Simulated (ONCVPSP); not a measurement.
# boron: one change to an ONCV potential, before and after

- Element: B
- Generator: ONCVPSP 4.0.1
- Type: optimised norm-conserving Vanderbilt (ONCV)
- Functional: LDA (Perdew-Wang 92)
- Relativity: scalar-relativistic
- Frozen core: [He]
- Valence charge: 3
- Reference configuration: 2s2 2p1
- Partial waves: 2s: rc 1.65 bohr, ncon 4, nbas 9, qcut 3.5 1/bohr, 2 projectors, debl 2.4 Ha; 2p: rc 3.75 bohr, ncon 5, nbas 9, qcut 3.9 1/bohr, 1 projector; d scattering state at 0.36 Ha: rc 3.40 bohr, ncon 4, nbas 7, qcut 3.1 1/bohr, 2 projectors, debl 0.4 Ha
- Local potential: polynomial inside 1.55 bohr (lpopt 5, dvloc0 2 Ha)
- Core correction: polynomial model core, fcfact 0.35

Change: p: qcut 5.4.

Cutoffs: the cutoffs (Ha) at which the residual kinetic energy of the hardest occupied pseudo-wave falls to 1 and 0.1 mHa per electron; they do not see the model core or the augmentation charge, which bear on the density cutoff. Errors are all-electron minus pseudo energies relative to the spin-unpolarised reference configuration.

Q: Predict the effect on cutoff, ghosts and configuration errors.

A: The potential gets neither clearly harder nor softer (14 Ha and 78 Ha → 14 Ha and 78 Ha); the s channel sets the loose cutoff, while the largest relative change is in p, which becomes harder; of the 4 tests that both files solve, the error grows in 0 and shrinks in 4 by more than 15 % and 0.3 meV (median size 101.0 → 69.3 meV); neither file shows a bound ghost.

```csv
quantity,base,changed
"cutoff, loose",14 Ha,14 Ha
"cutoff, tight",78 Ha,78 Ha
loose cutoff by channel,"s 14 Ha, p 4.9 Ha","s 14 Ha, p 6.2 Ha"
bound ghosts,none,none
GHOST(+) flags under 300 eV,none,none
"error for 2s2 2p0, meV [ΔE 8.32 eV]",+164,+116
"error for 2s1 2p0, meV [ΔE 33.62 eV]",+449,+313
"error for 2s2 2p0.5, meV [ΔE 2.94 eV]",+25,+17
"error for 2s1 2p2, meV [ΔE 5.68 eV]",-38,-23
s: phases at 1.68 bohr within 0.05 rad from the reference energy up to (Ha; the scan ends near 5),3.8,3.8
p: phases at 3.81 bohr within 0.05 rad from the reference energy up to (Ha; the scan ends near 5),0.1,0.2
d: phases at 3.46 bohr within 0.05 rad from the reference energy up to (Ha; the scan ends near 5),3.4,3.4
"rms error of d²Exc/dni dnj with the model core, mHa",0.89,1.02
```
